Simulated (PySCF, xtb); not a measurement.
CH4BBrO, SMILES OB(Br)C.

GFN2-xTB (xtb) at its own geometry gives an orbital gap of 5.21 eV and a dipole moment of 3.64 D.

The structure is a stationary point at PBE0-D3(BJ)/def2-SVP. One conformer was computed; it need not be the lowest.

Question: What does r2SCAN/def2-TZVP run with PySCF give? (Estimate from the structure and the level; the computed values follow.)

Answer: gap 6.64 eV (levels -7.31 and -0.68 eV), dipole 0.77 D.
